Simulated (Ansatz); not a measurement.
Ansatz (a program for electronic structure) job for ClFHMoNS, SMILES [NH]=[Mo]([F])(=[S])[Cl], multiplicity 1, B3LYP-D3(BJ)/def2-SVP. 

Ansatz 0.2 input:
```yaml
crystal:
  periodic: [false, false, false]
  atoms:
    - {symbol: Mo, position_ang: [-0.10654640, 0.04332563, -0.24459427]}
    - {symbol: N, position_ang: [-0.26970648, -1.06144906, -1.56177402]}
    - {symbol: H, position_ang: [-0.28091300, -1.70768621, -2.34044325]}
    - {symbol: S, position_ang: [1.97730944, 0.20312940, 0.26156731]}
    - {symbol: F, position_ang: [-0.62817548, 1.70800519, -0.69146900]}
    - {symbol: Cl, position_ang: [-1.13762146, -0.66493906, 1.50493910]}
basis:
  gaussian:
    orbitals: def2-SVP
hamiltonian:
  xc: b3lyp
  dispersion: d3bj
relax: {f_tol: 0.002, max_steps: 200}
```

Log of the run:

```
WARN ansatz: RAYON_NUM_THREADS=1 ignored (pool sized by the plan → 1); use --threads N
Functional definition: B3LYP
integrals: 0.05 GiB planned
1060 factors; integrals over basis functions are off by at most 3.0e-4 eV
mean field: 0.46 GiB planned
mean field evaluation 1: about -29420.4577 eV, gradient 7.5e1 eV
mean field evaluation 2: about -29305.0363 eV, gradient 2.2e2 eV
mean field evaluation 4: about -29425.5475 eV, gradient 4.9e1 eV
mean field evaluation 8: about -29431.6323 eV, gradient 9.0e-1 eV
mean field evaluation 16: about -29431.6926 eV, gradient 6.8e-4 eV
mean field -29431.69261750 eV, -1081.5947541753 hartree, gradient 2.7e-5 eV, S^2 0.000000; 0 other end points of the search recorded, 0 dependent functions left out
the calculation of the forces begins
reference -29431.69291696 eV, -1081.5947651804 hartree; 32, 32 occupied and 68, 68 virtual orbitals, 1060 factors
relax step   1: F+E_penalty+E_count = -29432.11591173 eV  Δ(F+E_penalty+E_count) = +0.000e0 eV  max|allowed force component| = 2.888e0 eV/Å  Δτ_max = 0.0000 Å  (32 SCF iters, accepted)
these checks for a lower state are left out or cut short: starts, cluster_reference, orbital_swaps, neighbouring_geometries, increment
integrals: 0.05 GiB planned
1060 factors; integrals over basis functions are off by at most 3.1e-4 eV
mean field: 0.46 GiB planned
mean field -29431.91756188 eV, -1081.6030207287 hartree, gradient 9.6e-6 eV, S^2 0.000000; 0 other end points of the search recorded, 0 dependent functions left out
the calculation of the forces begins
reference -29431.91786263 eV, -1081.6030317814 hartree; 32, 32 occupied and 68, 68 virtual orbitals, 1060 factors
relax step   2: F+E_penalty+E_count = -29432.33351939 eV  Δ(F+E_penalty+E_count) = -2.176e-1 eV  max|allowed force component| = 7.017e-1 eV/Å  Δτ_max = 0.1135 Å  (43 SCF iters, accepted)
these checks for a lower state are left out or cut short: starts, cluster_reference, orbital_swaps, neighbouring_geometries, increment
integrals: 0.05 GiB planned
1060 factors; integrals over basis functions are off by at most 3.2e-4 eV
mean field: 0.46 GiB planned
mean field evaluation 32: about -29431.9576 eV, gradient 2.4e-3 eV
mean field -29431.95758868 eV, -1081.6044916868 hartree, gradient 2.4e-5 eV, S^2 0.000000; 0 other end points of the search recorded, 0 dependent functions left out
the calculation of the forces begins
reference -29431.95788956 eV, -1081.6045027436 hartree; 32, 32 occupied and 68, 68 virtual orbitals, 1060 factors
relax step   3: F+E_penalty+E_count = -29432.37400911 eV  Δ(F+E_penalty+E_count) = -4.049e-2 eV  max|allowed force component| = 3.967e-1 eV/Å  Δτ_max = 0.0687 Å  (37 SCF iters, accepted)
these checks for a lower state are left out or cut short: starts, cluster_reference, orbital_swaps, neighbouring_geometries, increment
integrals: 0.05 GiB planned
1060 factors; integrals over basis functions are off by at most 3.2e-4 eV
mean field: 0.46 GiB planned
mean field -29431.96483469 eV, -1081.6047579727 hartree, gradient 9.4e-6 eV, S^2 0.000000; 0 other end points of the search recorded, 0 dependent functions left out
the calculation of the forces begins
reference -29431.96513555 eV, -1081.6047690289 hartree; 32, 32 occupied and 68, 68 virtual orbitals, 1060 factors
relax step   4: F+E_penalty+E_count = -29432.38207692 eV  Δ(F+E_penalty+E_count) = -8.068e-3 eV  max|allowed force component| = 3.494e-1 eV/Å  Δτ_max = 0.0134 Å  (37 SCF iters, accepted)
these checks for a lower state are left out or cut short: starts, cluster_reference, orbital_swaps, neighbouring_geometries, increment
integrals: 0.05 GiB planned
1060 factors; integrals over basis functions are off by at most 3.3e-4 eV
mean field: 0.46 GiB planned
mean field -29431.97730780 eV, -1081.6052163508 hartree, gradient 1.7e-5 eV, S^2 0.000000; 0 other end points of the search recorded, 0 dependent functions left out
the calculation of the forces begins
reference -29431.97760875 eV, -1081.6052274106 hartree; 32, 32 occupied and 68, 68 virtual orbitals, 1060 factors
relax step   5: F+E_penalty+E_count = -29432.39604679 eV  Δ(F+E_penalty+E_count) = -1.397e-2 eV  max|allowed force component| = 4.275e-1 eV/Å  Δτ_max = 0.0376 Å  (37 SCF iters, accepted)
these checks for a lower state are left out or cut short: starts, cluster_reference, orbital_swaps, neighbouring_geometries, increment
integrals: 0.05 GiB planned
1060 factors; integrals over basis functions are off by at most 3.2e-4 eV
mean field: 0.46 GiB planned
mean field -29431.99371123 eV, -1081.6058191658 hartree, gradient 1.3e-5 eV, S^2 0.000000; 0 other end points of the search recorded, 0 dependent functions left out
the calculation of the forces begins
reference -29431.99401246 eV, -1081.6058302357 hartree; 32, 32 occupied and 68, 68 virtual orbitals, 1060 factors
relax step   6: F+E_penalty+E_count = -29432.41202260 eV  Δ(F+E_penalty+E_count) = -1.598e-2 eV  max|allowed force component| = 1.032e-1 eV/Å  Δτ_max = 0.0586 Å  (37 SCF iters, accepted)
these checks for a lower state are left out or cut short: starts, cluster_reference, orbital_swaps, neighbouring_geometries, increment
integrals: 0.05 GiB planned
1060 factors; integrals over basis functions are off by at most 3.3e-4 eV
mean field: 0.46 GiB planned
mean field -29431.99645361 eV, -1081.6059199464 hartree, gradient 9.4e-6 eV, S^2 0.000000; 0 other end points of the search recorded, 0 dependent functions left out
the calculation of the forces begins
reference -29431.99675484 eV, -1081.6059310164 hartree; 32, 32 occupied and 68, 68 virtual orbitals, 1060 factors
relax step   7: F+E_penalty+E_count = -29432.41511637 eV  Δ(F+E_penalty+E_count) = -3.094e-3 eV  max|allowed force component| = 6.943e-2 eV/Å  Δτ_max = 0.0224 Å  (37 SCF iters, accepted)
these checks for a lower state are left out or cut short: starts, cluster_reference, orbital_swaps, neighbouring_geometries, increment
integrals: 0.05 GiB planned
1060 factors; integrals over basis functions are off by at most 3.3e-4 eV
mean field: 0.46 GiB planned
mean field evaluation 64: about -29431.9295 eV, gradient 2.1e0 eV
mean field -29431.99764050 eV, -1081.6059635638 hartree, gradient 1.1e-5 eV, S^2 0.000000; 0 other end points of the search recorded, 0 dependent functions left out
the calculation of the forces begins
reference -29431.99794171 eV, -1081.6059746333 hartree; 32, 32 occupied and 68, 68 virtual orbitals, 1060 factors
relax step   8: F+E_penalty+E_count = -29432.41723100 eV  Δ(F+E_penalty+E_count) = -2.115e-3 eV  max|allowed force component| = 5.241e-2 eV/Å  Δτ_max = 0.0402 Å  (37 SCF iters, accepted)
these checks for a lower state are left out or cut short: starts, cluster_reference, orbital_swaps, neighbouring_geometries, increment
integrals: 0.05 GiB planned
1060 factors; integrals over basis functions are off by at most 3.3e-4 eV
mean field: 0.46 GiB planned
mean field -29431.99798843 eV, -1081.6059763501 hartree, gradient 9.5e-6 eV, S^2 0.000000; 0 other end points of the search recorded, 0 dependent functions left out
the calculation of the forces begins
reference -29431.99828969 eV, -1081.6059874211 hartree; 32, 32 occupied and 68, 68 virtual orbitals, 1060 factors
relax step   9: F+E_penalty+E_count = -29432.41753740 eV  Δ(F+E_penalty+E_count) = -3.064e-4 eV  max|allowed force component| = 7.667e-3 eV/Å  Δτ_max = 0.0073 Å  (38 SCF iters, accepted)
these checks for a lower state are left out or cut short: starts, cluster_reference, orbital_swaps, neighbouring_geometries, increment
integrals: 0.05 GiB planned
1060 factors; integrals over basis functions are off by at most 3.3e-4 eV
mean field: 0.46 GiB planned
mean field -29431.99800881 eV, -1081.6059770989 hartree, gradient 1.2e-5 eV, S^2 0.000000; 0 other end points of the search recorded, 0 dependent functions left out
the calculation of the forces begins
reference -29431.99831006 eV, -1081.6059881697 hartree; 32, 32 occupied and 68, 68 virtual orbitals, 1060 factors
relax step  10: F+E_penalty+E_count = -29432.41754143 eV  Δ(F+E_penalty+E_count) = -4.038e-6 eV  max|allowed force component| = 3.630e-3 eV/Å  Δτ_max = 0.0013 Å  (29 SCF iters, accepted)
these checks for a lower state are left out or cut short: starts, cluster_reference, orbital_swaps, neighbouring_geometries, increment
integrals: 0.05 GiB planned
1060 factors; integrals over basis functions are off by at most 3.3e-4 eV
mean field: 0.46 GiB planned
mean field -29431.99800097 eV, -1081.6059768110 hartree, gradient 3.3e-5 eV, S^2 0.000000; 0 other end points of the search recorded, 0 dependent functions left out
the calculation of the forces begins
reference -29431.99830223 eV, -1081.6059878819 hartree; 32, 32 occupied and 68, 68 virtual orbitals, 1060 factors
relax step  11: F+E_penalty+E_count = -29432.41754272 eV  Δ(F+E_penalty+E_count) = -1.289e-6 eV  max|allowed force component| = 5.216e-4 eV/Å  Δτ_max = 0.0004 Å  (24 SCF iters, accepted)
integrals: 0.05 GiB planned
1060 factors; integrals over basis functions are off by at most 3.3e-4 eV
mean field: 0.46 GiB planned
mean field evaluation 96: about -29431.9342 eV, gradient 2.1e0 eV
mean field -29431.99800097 eV, -1081.6059768110 hartree, gradient 3.3e-5 eV, S^2 0.000000; 1 other end points of the search recorded, 0 dependent functions left out
the calculation of the forces begins
reference -29431.99830223 eV, -1081.6059878819 hartree; 32, 32 occupied and 68, 68 virtual orbitals, 1060 factors
Total energy: -29432.41784398 eV, -1081.6214057567 hartree
Atom 0 at    -0.100362     0.085039    -0.245892 Å, force    -0.000204     0.000522     0.000277 eV/Å
Atom 1 at    -0.377737    -0.997763    -1.546508 Å, force     0.000024    -0.000278    -0.000376 eV/Å
Atom 2 at    -0.097080    -1.689928    -2.243014 Å, force    -0.000018    -0.000067    -0.000048 eV/Å
Atom 3 at     1.977799     0.091063     0.144490 Å, force     0.000125    -0.000018     0.000011 eV/Å
Atom 4 at    -0.658236     1.777164    -0.757172 Å, force     0.000084    -0.000101     0.000026 eV/Å
Atom 5 at    -1.190037    -0.745189     1.576321 Å, force    -0.000011    -0.000058     0.000111 eV/Å
Dipole moment:     0.045750    -0.319580    -0.283163 e Å
```

The calculation finished and met its thresholds.
